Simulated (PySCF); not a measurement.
A structure optimised at B3LYP-D3(BJ)/def2-SVP, used in a PySCF frequency run:

```xyz
9

Al    -0.0702    -0.3936     0.0000
Cl     0.2199     1.7081     0.0000
C      1.4539    -1.6008     0.0000
H      2.0891    -1.4283     0.8852
H      1.1519    -2.6608     0.0000
H      2.0891    -1.4283    -0.8852
N     -1.7524    -0.9381     0.0000
H     -2.0530    -1.9082     0.0000
H     -2.5606    -0.3228     0.0000
```
Charge 0, spin multiplicity 1.

Write its SMILES, formula and point group.

[CH3][Al]([NH2])[Cl], CH5AlClN, Cs

What are its rotational constants (standard atomic weights)?

5.4635, 3.0331, 1.9744 GHz
